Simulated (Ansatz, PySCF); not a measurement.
Species: dichloro(dihydroxy)silane, sum formula H$_{2}$SiO$_{2}$Cl$_{2}$, charge 0, multiplicity 1. 
Structure (B3LYP-D3(BJ)/def2-TZVP (Ansatz, a quantum-chemistry and plane-wave program) minimum search):
```
Si
O 1 1.6191
H 2 0.9616 1 118.35
O 1 1.6261 2 109.05 3 52.18
H 4 0.9610 1 119.05 2 -168.68
Cl 1 2.0364 2 106.66 3 173.58
Cl 1 2.0551 2 111.81 3 -68.40
```
Charge 0, spin multiplicity 1.

Dipole moments at this geometry, in debye (magnitudes).

```csv
level,program,dipole (D)
HF/def2-TZVPD,PySCF,2.09
SVWN5/def2-TZVPD,Ansatz,1.96
PBE/def2-TZVPD,Ansatz,1.92
BLYP/def2-TZVPD,PySCF,1.92
r2SCAN/def2-TZVPD,Ansatz,___
B97M-V/def2-TZVPD,Ansatz,1.94
B3LYP/def2-TZVPD,Ansatz,1.96
BHLYP/def2-TZVPD,Ansatz,2.01
r2SCANh/def2-TZVPD,Ansatz,1.99
CAM-B3LYP/def2-TZVPD,Ansatz,2.00
LC-wPBE/def2-TZVPD,Ansatz,2.03
wB97M-V/def2-TZVPD,Ansatz,1.97
CCSD(T)/aug-cc-pV(D+d)Z,Ansatz,___
```

Problem. What belongs in the gaps?

Solution. 
- r2SCAN/def2-TZVPD, dipole (D): 1.97
- CCSD(T)/aug-cc-pV(D+d)Z, dipole (D): 1.96
